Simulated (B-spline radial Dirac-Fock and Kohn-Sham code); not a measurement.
# Electron momentum distribution of As¹⁵⁺: Compton profiles

System: arsenic as As¹⁵⁺ in the configuration [Ne] 3s2 3p6.

Input of the calculation (task.json; shells as n, l, electrons):

```json
{"items": [{
  "Z": 33,
  "q": 15,
  "cfg": [[1, 0, 2], [2, 0, 2], [2, 1, 6], [3, 0, 2], [3, 1, 6]],
  "A": 75,
  "rrms": 4.0968,
  "do": ["scatter"],
  "s": [0.0, 0.05, 0.1, 0.15, 0.2, 0.25, 0.3, 0.35, 0.4, 0.45, 0.5, 0.6, 0.7, 0.8, 0.9, 1.0, 1.1, 1.2, 1.4, 1.6, 1.8, 2.0, 2.5, 3.0, 3.5, 4.0, 5.0, 6.0],
  "pz": [0, 0.1, 0.15, 0.21, 0.31, 0.45, 0.65, 0.95, 1.4, 2.0, 2.9, 4.3, 6.2, 9.1, 13.0, 19.0, 28.0, 41.0, 60.0, 87.0, 130.0],
  "hv_scatter": [1000, 2000, 5000, 20000, 50000, 100000, 200000, 500000]
}]}
```

Run with: `python xray_run.py task.json out`

Calculated with a radial finite-basis atomic code, using the impulse approximation on configuration-average Dirac-Fock orbitals. pz is in atomic units of momentum; subshell profiles are per electron, for a selection of subshells; open shells are spread over both j values by their weights.

```
 pz    J total   J 2p3/2   J 3s1/2   J 3p3/2
1.4      1.540    0.0483     0.141     0.124
  2      1.365    0.0482    0.0933     0.113
2.9      1.059    0.0476    0.0417    0.0835
4.3     0.6650    0.0451    0.0164    0.0355
6.2     0.4065    0.0386    0.0147   0.00784
9.1     0.2474    0.0254   0.00579   0.00450
 13     0.1276    0.0116  0.000782   0.00297
 19    0.04961   0.00297  0.000427  0.000794
 28    0.01601  0.000429  0.000231  0.000107
 41   0.004259  4.22e-05  6.03e-05  9.92e-06
 60  0.0008731  3.18e-06  1.06e-05    < 1e-6
 87  0.0001522    < 1e-6  1.64e-06    < 1e-6
130  2.079e-05    < 1e-6    < 1e-6    < 1e-6
```

Problem. What is the peak value J(0), and which subshell contributes most to it?

Solution. J(0) = 1.722. The 3p3/2 subshell gives the largest part, 30 %.

Mean momentum ⟨p⟩ by subshell (a.u.): 1s1/2 28.6, 2s1/2 9.83, 2p1/2 13.2, 2p3/2 12.9, 3s1/2 4.94, 3p1/2 5.83, 3p3/2 5.77.
